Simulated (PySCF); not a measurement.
Vertical excitations of a molecule C3H8O2Si from TDA-B3LYP/def2-SVPD (PySCF), as energy in eV (oscillator strength): 4.50 (0.003), 6.07 (0.007), 6.70 (0.024), 6.86 (0.104), 6.97 (0.012), 7.41 (0.015), 7.53 (0.018), 7.70 (0.024), 7.79 (0.008), 7.87 (0.005). Lowest triplet (TDA): 3.96 eV. Coordinates come from a r2SCAN-D4/def2-SVP optimisation. One conformer was computed; it need not be the lowest.

Q: Identify the compound among the candidates.
(A) [SiH3]CC1OCO1
(B) CC(=O)C[SiH2]O
(C) O[C@H]1CO[SiH2]C1
(D) O[C@H]1C[C@@]1(O)[SiH3]

A: B, CC(=O)C[SiH2]O
